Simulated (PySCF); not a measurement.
Method: ωB97X-D3(BJ)/def2-TZVP // B3LYP-D3(BJ)/def2-TZVP (PySCF). All species are isolated molecules in the gas phase. 

Reference species (SMILES): `[GeH3]` (neutral, multiplicity 2).

| Item | Value |
|---|---|
| dipole moment | 0.06 D |

Changed species: `[Cl][Ge]([Cl])[Cl]` (radical fragment; the reference has radical fragment).

Task: Predict the effect on the dipole moment.

Result: the dipole moment goes up by 1.27 D, to 1.33 D.
